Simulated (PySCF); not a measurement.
**A ladder for the ionisation energy of Hg**

Hg [Xe] 4f14 5d10 6s2 (1S) → Hg⁺ [Xe] 4f14 5d10 6s1 (2S). Scalar values calculated with PySCF 2.14 in aug-cc-pwCVTZ-PP with ECP60MDF (ECP; valence: 5s2 5p6 frozen; valence and next inner shell: nothing frozen). The spin-orbit shift comes from two-component X2C-1e calculations (generalised Hartree-Fock, GHF, and MP2 on its spinors, GMP2) in x2c-TZVPPall-2c: GMP2 gives 10.436 eV without and 10.466 eV with screened spin-orbit coupling, a shift of 0.030 eV (GHF: 0.022 eV). Sums use unrounded values; where a UHF row is shifted, it takes the GHF shift.

```
                                method  scalar (eV)
                                   UHF        8.486
                         MP2 (valence)       10.412
                     SCS-MP2 (valence)       10.338
                        CCSD (valence)       10.098
                     CCSD(T) (valence)       10.252
                                   LDA       10.850
                                   PBE       10.442
                                  PBE0       10.141
                                r2SCAN       10.326
                               wB97M-V        9.956
                                 HSE06       10.181
                               wB97X-V        9.954
    MP2 (valence and next inner shell)       10.574
SCS-MP2 (valence and next inner shell)       10.449
```

(1) Form a composite estimate from CCSD(T) (valence) and the spin-orbit shift, and compare it with the reference, 10.438 eV (measured; NIST Atomic Spectra Database, ionization energies).

The errors of the correlated levels include the incompleteness of the basis and the frozen core, so a lower level can come closer by cancellation.

## Answers

(1) 10.252 + (0.030) = 10.282 eV, an error of -0.156 eV.
